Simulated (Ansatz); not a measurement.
## Ansatz (development build ahead of 0.2.0) run

```yaml
crystal:
  periodic: [false, false, false]
  atoms:
    - { symbol: Cr, position_ang: [0.0, 0.0, 0.0] }
    - { symbol: C, position_ang: [0.0, 0.0, 1.84] }
    - { symbol: O, position_ang: [0.0, 0.0, 2.99] }
basis:
  gaussian: { orbitals: pcseg-2 }
magnetization:
  spin_polarized: true
  initial_magnetization: 6
hamiltonian:
  xc: pbe
```

The input is written out in the form of the current development build from the run's settings.

The run gave:

* Converged: yes
* Total energy: -1157.45841 hartree
* Spin squared of the determinant: 12.002
* Stability test: minimum

Caution: other spin multiplicities were not run.
